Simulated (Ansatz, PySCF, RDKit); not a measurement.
Two conformers of C4H6O (SMILES C=COC=C), B3LYP-D3(BJ)/def2-TZVP minima.
Conformer 1 (charge 0, multiplicity 1, Z-matrix in Å and degrees):
```
C
C 1 1.3230
O 1 1.3695 2 121.64
C 3 1.3642 1 118.61 2 149.32
C 4 1.3277 3 127.24 1 -17.32
H 5 1.0796 4 118.95 3 179.59
H 2 1.0797 1 119.79 3 175.18
H 5 1.0802 6 117.88 4 -178.78
H 2 1.0812 7 118.73 1 179.09
H 4 1.0818 5 122.80 6 -1.47
H 1 1.0847 2 123.70 7 -1.51
```
Conformer 2 (charge 0, multiplicity 1):
```xyz
11

C      2.33978     0.37653    -0.13364
C      1.17272    -0.23593    -0.00629
O     -0.00507     0.39046    -0.29028
C     -1.16556    -0.30835    -0.13164
C     -2.34776     0.23066    -0.38702
H      2.40742     1.40192    -0.46900
H      3.24887    -0.15533     0.10109
H      1.07766    -1.26432     0.32810
H     -1.04362    -1.32925     0.21668
H     -3.24221    -0.35682    -0.24826
H     -2.44222     1.25042    -0.73290
```

No zero-point or thermal terms.

Rows in STO-3G carry no dispersion term and start afresh at each structure.

Run with Ansatz (Gaussian basis) for Hartree–Fock, density functionals and correlated methods; PySCF for M06-2X, STO-3G rows; RDKit for the force fields. Values without a source in brackets are computed.

Question: One of these levels gives -0.01 kcal/mol for the electronic energy of conformer 2 less that of conformer 1. Name it.
(A) M06-2X/def2-TZVPP
(B) UFF
(C) SVWN5/def2-TZVPP
(D) HF/STO-3G

Answer: C, SVWN5/def2-TZVPP. The others give -8.13 (UFF), -0.59 (HF/STO-3G), 0.42 (M06-2X/def2-TZVPP)

Ansatz is a first-principles code.
